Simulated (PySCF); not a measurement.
Spinor energies of Co⁺ (cobalt, charge +1)

Start: [Ar] 3d8; 3d3/2 filled at m_j = -1/2, +1/2, +3/2; 3d5/2 filled at m_j = -3/2, -1/2, +1/2, +3/2, +5/2. Calculated with PySCF 2.14 in x2c-SVPall-2c with one added diffuse shell each of s, d type (6s5p4d1f, 48 functions): generalised Hartree-Fock with the X2C-1e Hamiltonian and a Gaussian nucleus; one run each with spin-orbit coupling (SO) switched off, then screened by Boettger's factors. This is a chosen level, not necessarily the ground level.

| spinor shell | electrons | ε, spin-free (eV) | ε, screened SO (eV) | weight of nominal j (screened SO) | rms radius, screened SO (bohr) |
| --- | --- | --- | --- | --- | --- |
| 1s1/2 | 2 | -7776.2 | -7776.1 | 1.000 | 0.0649 |
| 2s1/2 | 2 | -966.09 | -966.06 | 1.000 | 0.276 |
| 2p1/2 | 2 | -824.23 | -834.75 | 0.999 | 0.247 |
| 2p3/2 | 4 | -824.23 | -819.02 | 0.999 | 0.250 |
| 3s1/2 | 2 | -127.95 | -127.93 | 1.000 | 0.836 |
| 3p1/2 | 2 | -85.121 | -88.547 | 0.778 | 0.892 |
| 3p3/2 | 4 | -85.121 | -83.401 | 0.889 | 0.899 |
| 3d5/2 | 5 | -19.833 | -20.180 | 0.625 | 1.27 |
| 3d3/2 | 3 | -19.833 | -19.255 | 0.647 | 1.29 |

```csv
quantity,spin-free,screened SO
E (hartree),-1391.35193,-1391.37341
M_J,4,4
⟨J²⟩,20.014,20.014
⟨L²⟩,12.007,12.012
⟨S²⟩,2.007,2.006
```

Each row is a mean over spinors that exchange with the open shell spreads, by up to 9.707 eV (3p3/2).

Rows whose weight is well below 1 are mixtures of j = l ± 1/2: exchange outweighs spin-orbit coupling there, and the label is only the starting occupation.

Without spin-orbit coupling the j labels of p, d and f shells carry no meaning; the spin-free column gives the mean over the occupied spinors of each nl shell.
